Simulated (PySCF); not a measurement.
Working out the ionisation energy of Cl⁺

Cl⁺ [Ne] 3s2 3p4 (3P) → Cl²⁺ [Ne] 3s2 3p3 (4S). Calculation: PySCF 2.14, in 6-31G*; no relativity, point nucleus. Frozen: [Ne]. Energies in hartree (1 hartree = 27.21139 eV):

| part | Cl⁺ (lower) | Cl²⁺ (upper) |
| --- | --- | --- |
| UHF | -459.013539 | -458.186783 |
| CCSD correlation | -0.102630 | -0.089330 |
| (T) | -0.001160 | -0.000805 |

Q: What does Hartree-Fock give?

A: (-458.186783) − (-459.013539) = 0.826756 hartree = 22.497 eV.

Q: What do CCSD and CCSD(T) give?

A: The CCSD correlation energies differ by 0.013300 hartree = 0.362 eV and the triples by 0.000355 hartree = 0.010 eV, so CCSD gives 22.859 eV and CCSD(T) 22.869 eV.

Measured between the centres of the two terms (NIST): 23.771 eV, so CCSD(T) (valence) is off by -0.902 eV.

What remains against the reference includes basis incompleteness, the frozen core and higher excitations.
